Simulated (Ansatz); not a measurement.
Stepwise reaction of `CO[SiH2]O[SiH3]` with hydrogen fluoride, as a gas-phase model of exchange steps in deposition or etching. ΔE in kJ/mol.

Gas-phase electronic energies from Ansatz, PBE0-D4/def2-TZVP geometries. CCSD(T)/CBS is the MP2 limit (def2-TZVPP, def2-QZVPP) plus CCSD(T) − MP2 in def2-TZVPP, frozen cores. This one scheme is used for every species. DFT in def2-TZVPP. B3LYP here is the variant with VWN-RPA as its local correlation; programs differ in this. Each species was taken in one conformer, which may not be the lowest.

| step | reaction | PBE-D4 | B3LYP-D4 | ωB97M-V | CCSD(T)/CBS |
| --- | --- | --- | --- | --- | --- |
| 1 | `CO[SiH2]O[SiH3]` + H–F → `CO[SiH](F)O[SiH3]` + H₂ | -136.9 | -146.4 | -147.4 | -144.0 |
| 2 | `CO[SiH](F)O[SiH3]` + H–F → `CO[SiH](F)O[SiH2]F` + H₂ | -127.1 | -135.8 | -135.5 | -132.5 |

Q: By hand: ΔE of the 2 steps together at CCSD(T)/CBS.

A: (-144.0) + (-132.5) = -276.5 kJ/mol, or -138.2 kJ/mol a step.

In ΔE each step is higher than the one before. All are downhill at CCSD(T)/CBS. PBE-D4 differs from CCSD(T)/CBS by 5.4 to 7.1 kJ/mol a step. Isolated molecules leave out the surface, adducts and barriers. Largest T1 diagnostic: 0.012.
